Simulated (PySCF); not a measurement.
Species: FGaH5N.
SMILES: `[NH3+][GaH2-][F]`

Jobs on this species (8 atoms, 52 electrons) with PySCF (density fitting). Hardware of each: Arm Neoverse V1, one thread, shared host. Other jobs ran on the host; a repeat could differ by tens of per cent or more. Peak memory is the resident size of the whole Python process, interpreter and libraries included.

```
                                                                 level and settings                                                          work  basis functions  SCF cycles  wall time  peak memory
      delta-SCF UKS HF, pcX-2 on the ionised atom, pcseg-1 elsewhere, spin-free X2C                                 ΔSCF core ionisation, 2 holes              111           ?          ?            ?
                                                 PBE0-D3(BJ)/def2-SVP, grid level 1  geometry optimisation from a GFN2-xTB start shaken at random               85           ?          ?            ?
    delta-SCF UKS SCAN, pcX-1 on the ionised atom, pcseg-1 elsewhere, spin-free X2C                                 ΔSCF core ionisation, 2 holes               90           ?          ?            ?
 delta-SCF UKS SCAN, pcX-2 on the ionised atom, pcseg-1 elsewhere, non-relativistic                                 ΔSCF core ionisation, 2 holes              111          31      6.2 s     0.43 GiB
delta-SCF UKS SCAN, def2-TZVP on the ionised atom, pcseg-1 elsewhere, spin-free X2C                                 ΔSCF core ionisation, 2 holes               97          31      5.8 s     0.43 GiB
    delta-SCF UKS SCAN, pcX-2 on the ionised atom, pcseg-1 elsewhere, spin-free X2C                                 ΔSCF core ionisation, 2 holes              111          31      6.8 s     0.37 GiB
     delta-SCF UKS PBE, pcX-2 on the ionised atom, pcseg-1 elsewhere, spin-free X2C                                 ΔSCF core ionisation, 2 holes              111          31      4.4 s     0.43 GiB
    delta-SCF UKS PBE0, pcX-2 on the ionised atom, pcseg-1 elsewhere, spin-free X2C                                 ΔSCF core ionisation, 2 holes              111          27      7.1 s     0.43 GiB
   delta-SCF UKS B3LYP, pcX-2 on the ionised atom, pcseg-1 elsewhere, spin-free X2C                                 ΔSCF core ionisation, 2 holes              111          28      7.4 s     0.43 GiB
```

Problem. Fill in the missing figures.

Solution. 
- delta-SCF UKS HF, pcX-2 on the ionised atom, pcseg-1 elsewhere, spin-free X2C; ΔSCF core ionisation, 2 holes: 3.9 s, 0.43 GiB, 27 SCF cycles
- PBE0-D3(BJ)/def2-SVP, grid level 1; geometry optimisation from a GFN2-xTB start shaken at random: 19 s, 0.36 GiB, 48 SCF cycles
- delta-SCF UKS SCAN, pcX-1 on the ionised atom, pcseg-1 elsewhere, spin-free X2C; ΔSCF core ionisation, 2 holes: 5.1 s, 0.43 GiB, 31 SCF cycles

Problem. What do all jobs in the table cost together?

Solution. About 66 s; the longest takes about 29 % of that, and about 4.9 times as long as the shortest.
